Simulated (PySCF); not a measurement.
NMR data simulated for an unnamed compound:

1H NMR (400 MHz, computed): δ 7.83 (d, 2H), 7.52 (m, 2H), 7.51 (m, 1H).

13C{1H} NMR (computed): δ 135.5 (CH), 129.0 (CH), 128.3 (CH), 126.1 (C), 106.9 (C).

Calculated, not measured (PySCF 2.14): geometry: PBE0-D3(BJ)/def2-TZVP, NMR shieldings at KT3/pcSseg-2/GIAO. A single conformation, rapidly exchanging positions averaged, no relativistic terms, no solvent.

References, each an isolated molecule treated in the same way: 1H and 13C against TMS.

Which of these does the molecule contain: a methoxy group, a three-membered ring, a nitrile, an ester, a benzene ring?

## Answers


- A methoxy group: no.
- A three-membered ring: no.
- A nitrile: yes (δC 106.9).
- An ester: no.
- A benzene ring: yes.

The data belong to `N#CSc1ccccc1`, C7H5NS; they needn't prove each group on their own.

Carbon signals by region: 5 in the sp2 and nitrile region (100–160 ppm).

Shifts are as computed. Against solution values, carbons near 30 ppm lie about +3 ppm off and those near 130 ppm about -1 ppm; carbons on S a further +5 ppm. Of 1309 compounds with measured shifts, 239 miss one by over three times the rms of a fit or turn the order of signals round; such compounds aren't used in these exercises. No couplings were computed; multiplicities are counted from neighbouring protons, with m where these are inequivalent, close in shift, in a saturated or five-membered ring or joined by F or P, and br s for small geminal =CH2 splittings.
